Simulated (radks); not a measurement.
Isoelectronic series with 8 electrons, each ion in its NIST ground configuration. Calculated with a radial shooting solver on a logarithmic mesh with Libxc functionals: Dirac Kohn-Sham, BLYP, spin-unpolarised, spherical densities, point nucleus; open shells are shared between the two j in proportion to 2j + 1. Total energies (hartree) and orbital eigenvalues (hartree):

O: configuration [He] 2s2 2p4; E (hartree) -75.08046; 2p3/2 -0.33113; 2p1/2 -0.33249; 2s1/2 -0.87576
Si6+: configuration [He] 2s2 2p4; E (hartree) -272.35390; 2p3/2 -8.46437; 2p1/2 -8.49325; 2s1/2 -9.96138
Cl9+: configuration [He] 2s2 2p4; E (hartree) -418.81730; 2p3/2 -15.94830; 2p1/2 -16.02211; 2s1/2 -17.96182
Ca12+: configuration [He] 2s2 2p4; E (hartree) -597.39575; 2p3/2 -25.69166; 2p1/2 -25.84944; 2s1/2 -28.26553
V15+: configuration [He] 2s2 2p4; E (hartree) -808.33603; 2p3/2 -37.69404; 2p1/2 -37.99296; 2s1/2 -40.89115
Fe18+: configuration [He] 2s2 2p4; E (hartree) -1051.93559; 2p3/2 -51.95753; 2p1/2 -52.47673; 2s1/2 -55.86380
Cu21+: configuration [He] 2s2 2p4; E (hartree) -1328.54340; 2p3/2 -68.48573; 2p1/2 -69.33027; 2s1/2 -73.21419
Ge24+: configuration [He] 2s2 2p4; E (hartree) -1638.56206; 2p3/2 -87.28338; 2p1/2 -88.58857; 2s1/2 -92.97851
Br27+: configuration [He] 2s2 2p4; E (hartree) -1982.45085; 2p3/2 -108.3562; 2p1/2 -110.2921; 2s1/2 -115.1986
Sr30+: configuration [He] 2s2 2p4; E (hartree) -2360.72950; 2p3/2 -131.7109; 2p1/2 -134.4873; 2s1/2 -139.9222
Nb33+: configuration [He] 2s2 2p4; E (hartree) -2773.98255; 2p3/2 -157.3550; 2p1/2 -161.2268; 2s1/2 -167.2035
Ru36+: configuration [He] 2s2 2p4; E (hartree) -3222.86465; 2p3/2 -185.2969; 2p1/2 -190.5699; 2s1/2 -197.1035
Ag39+: configuration [He] 2s2 2p4; E (hartree) -3708.10667; 2p3/2 -215.5459; 2p1/2 -222.5834; 2s1/2 -229.6906
Sn42+: configuration [He] 2s2 2p4; E (hartree) -4230.52283; 2p3/2 -248.1123; 2p1/2 -257.3420; 2s1/2 -265.0415
